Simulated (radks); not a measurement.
Question: The silicon anion Si4-, [Ar], held by a Watson sphere: a shell of charge +4 at radius R that stands for the Madelung well of a crystal (potential energy -4/R inside, -4/r outside, in hartree with lengths in bohr). Calculated with a radial shooting solver on a logarithmic mesh with Libxc functionals: non-relativistic Kohn-Sham, PBEsol, spin-unpolarised, spherical densities, point nucleus. Response by self-consistent Sternheimer equations with the Hartree and adiabatic LDA kernel. The sphere does not respond.

R (bohr)  e(2p) (eV)  e(3s) (eV)  e(3p) (eV)  <r> 3p (bohr)  sum of <r^2> (bohr^2)  X-ray form factor at sin(theta)/lambda = 0.3 1/angstrom  alpha (bohr^3)
3.04         -91.868     -11.710      -5.970          2.953                  76.83                                                    8.076           71.68
3.17         -91.931     -11.367      -5.747          3.025                  80.23                                                    8.098           79.12
3.3          -91.997     -11.047      -5.533          3.097                  83.71                                                    8.118           87.31
3.33         -92.012     -10.977      -5.485          3.113                  84.52                                                    8.123           89.31
4.15         -92.329      -9.456      -4.349          3.574                  108.3                                                    8.194           164.2
4.31         -92.366      -9.242      -4.169          3.666                  113.4                                                    8.198           184.2
4.52         -92.406      -8.994      -3.950          3.788                  120.3                                                    8.201           213.7

Estimate the row for R = 3.16 bohr.

Answer: e(2p) (eV) -91.927; e(3s) (eV) -11.393; e(3p) (eV) -5.764; <r> 3p (bohr) 3.019; sum of <r^2> (bohr^2) 79.97; X-ray form factor at sin(theta)/lambda = 0.3 1/angstrom 8.097; alpha (bohr^3) 78.52.
